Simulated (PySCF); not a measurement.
Compound: C₄H₃F₂S (doublet state).
Cartesian coordinates in Å at the GFN2-xTB level; atoms count from 1:
```xyz
10
C4H3F2S angstrom
F     -1.2651   -1.8577    0.0650
C     -0.4815   -0.7703    0.0296
C      0.8678   -0.7614    0.2462
C      1.4418    0.4871    0.0891
S      0.3110    1.7123   -0.3648
C     -1.1069    0.5501   -0.2810
F     -1.9857    0.9564    0.6972
H      1.4291   -1.6411    0.5054
H      2.4712    0.7501    0.2121
H     -1.6729    0.5793   -1.2212
```

Identity: `[C]1([C@@H](F)SC=C1)F` [radical].

Computed, not measured: UKS B3LYP, pcH-1 on C F H S, non-relativistic, mean-field spin-orbit, GIAO (PySCF 2.14.0). Isolated species at its GFN2-xTB geometry, gas phase. The geometry wasn't refined by DFT: couplings that depend on bond lengths, twists or pyramidal angles can differ widely from those at the functional's own minimum. Stability of the SCF solution: not tested.

**Question.** Match the computed a_iso(19F) values +348.3, +88.3 MHz with the sites F1; F7.

**Answer.** 
| site | a_iso (MHz) | ρ(0) (bohr⁻³) | position | distance from C4 (Å) | bound to | spin population there | largest \|T\| (MHz) |
| --- | --- | --- | --- | --- | --- | --- | --- |
| F1 | +88.3 | +0.0208 | 1 bond from C2 | 3.58 | C2 | +0.49 | 285.5 |
| F7 | +348.3 | +0.0825 | 2 bonds from C2 | 3.51 | C6 | 0.00 | 140.8 |

**Question.** Match the computed a_iso(1H) values +48.9, -40.7, +10.4 MHz with the sites H8; H9; H10.

**Answer.** 
```json
{"site": "H8", "a_iso (MHz)": "+10.4", "ρ(0) (bohr⁻³)": "+0.0023", "position": "2 bonds from C2, on C3 of spin population -0.22", "distance from C4 (Å)": "2.17", "bound to": "C3", "spin population there": "-0.22", "largest |T| (MHz)": "5.2"}
{"site": "H9", "a_iso (MHz)": "-40.7", "ρ(0) (bohr⁻³)": "-0.0091", "position": "1 bond from C4", "distance from C4 (Å)": "1.07", "bound to": "C4", "spin population there": "+0.57", "largest |T| (MHz)": "24.8"}
{"site": "H10", "a_iso (MHz)": "+48.9", "ρ(0) (bohr⁻³)": "+0.0109", "position": "2 bonds from C2", "distance from C4 (Å)": "3.38", "bound to": "C6", "spin population there": "0.00", "largest |T| (MHz)": "3.9"}
```

ρ(0) is the spin density at the nucleus and T the dipolar tensor; a_iso includes a spin–orbit part. Largest spin populations (Mulliken): C4 (+0.57), C2 (+0.49), C3 (-0.22) and S5 (+0.08). The positive populations add up to 1.24 and the negative ones to -0.24, together 2S = 1. The angles at C4 add up to 360.0°, so it is planar; its axial dipolar tensor and the negative coupling of its proton fit spin in a p orbital normal to that plane. Main spin sites, with 60 % or more of the largest population: C2, C4; positions count bonds from the nearest.

Examples of negative spin density at the nucleus (bohr⁻³): C3 (-0.0383), C6 (-0.0103) and H9 (-0.0091).

C2, the radical centre as drawn in `F[C]1C=CS[C@@H]1F`, holds a spin population of +0.49 out of 1.

Hardware: AMD EPYC 9R45, one thread, shared host with 96 logical CPUs at a one-minute load of 73. Cost: 24 s (grids of density and orbitals included), 0.76 GiB resident at most.
